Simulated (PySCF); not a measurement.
**Computed properties of stibine (H3Sb), SMILES [SbH3]**

stibine (H3Sb), SMILES [SbH3]. Coordinates come from a B3LYP-D3(BJ)/def2-TZVPD optimisation. The def2 effective core potentials stand for the cores of Sb; spin–orbit coupling is left out. The values are those of a single conformer. All values are computed for the isolated molecule unless a solvent is named; none is compared with measurement here.

**Structure.** The optimised structure has C3v symmetry. All 6 harmonic modes at B3LYP-D3(BJ)/def2-TZVPD (PySCF) are real, so it is a minimum.

**Vibrations.** The strongest infrared lines (harmonic, unscaled, degenerate partners summed) lie at 1940 cm⁻¹ (356 km/mol, H 99 %), 1934 cm⁻¹ (137 km/mol, H 99 %), 811 cm⁻¹ (60 km/mol, H 98 %). The softest mode is at 811 cm⁻¹ and the zero-point energy is 11.9 kcal/mol.

**Electronic structure.** r2SCAN/def2-TZVPD (PySCF) places the frontier levels at -6.77 and -0.70 eV, a gap of 6.07 eV, and gives a dipole moment of 0.32 D and a mean polarisability of 47.0 bohr³. PBE/def2-TZVPD (PySCF) at the same geometry gives -6.52 and -0.99 eV, so its gap is 0.54 eV narrower. An orbital gap is neither the optical nor the fundamental gap.

**Excitations.** TDA-ωB97X/def2-TZVPD (PySCF) has S1 at 6.34 eV (196 nm, f = 0.201, bright); the most intense of the 10 singlets computed lies at 9.04 eV (f = 0.64). Strengths of degenerate partners are summed. T1 (TDA) is at 5.27 eV, 1.07 eV under S1. TDA-PBE/def2-TZVPD (PySCF) puts S1 at 6.02 eV. No vertical singlet excitation falls in the visible range (under 3.1 eV).
